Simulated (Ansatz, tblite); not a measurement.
Removing an electron: InH2(vinyl) (C₂H₅In). Total charge 0; singlet. Geometry: PBE-D4/def2-TZVP. Ansatz, gas phase; energy differences of separate SCF runs; the oxidised species was run as a doublet alone.

```xyz
8

In    0.1805   -0.0262    1.5960
H    -0.5230   -0.8306    2.9647
H     1.4831    1.1166    1.7589
C    -0.4981   -0.3955   -0.4125
C     0.0599    0.2308   -1.4599
H    -1.3103   -1.1043   -0.6111
H     0.8766    0.9514   -1.3437
H    -0.2686    0.0577   -2.4922
```

In the def2 sets In takes a core potential; there is no spin–orbit coupling. The xTB rows come from tblite. Correlated methods freeze 6 core orbitals; core or outer-core shells of In are correlated, in sets that lack core-valence functions. HOMO above LUMO, or a gap near zero within one spin, warns that the state may not be the lowest or that an electron is smeared out.

```
              level  −HOMO (eV)  vertical IE (eV)  −LUMO (eV)  HOMO–LUMO gap (eV)                                     remarks
           GFN1-xTB       10.82             13.67        6.42                4.40                                           –
           GFN2-xTB       10.64             13.50        6.56                4.07                                           –
      HF/def2-TZVPP           –              8.81           –                   –  spin-contaminated (⟨S²⟩ 0.96) (+1 doublet)
   PBE-D4/def2-TZVP        6.41              9.38        2.55                3.86  gap within one spin near zero (+1 doublet)
r2SCAN-D4/def2-TZVP        6.64              9.42        2.30                4.34                                           –
  PBE0-D4/def2-TZVP        7.59              9.58        1.78                5.81                                           –
    CCSD/def2-TZVPP           –              9.72           –                   –  spin-contaminated (⟨S²⟩ 0.96) (+1 doublet)
 CCSD(T)/def2-TZVPP           –              9.75           –                   –  spin-contaminated (⟨S²⟩ 0.96) (+1 doublet)
```

Run but left out: MP2/def2-TZVPP (charge +1 doublet: ⟨S²⟩ 0.96, where a pure state has 0.75).  Raw xTB energy differences between charge states are shifted by several eV; the methods need an empirical correction for them.
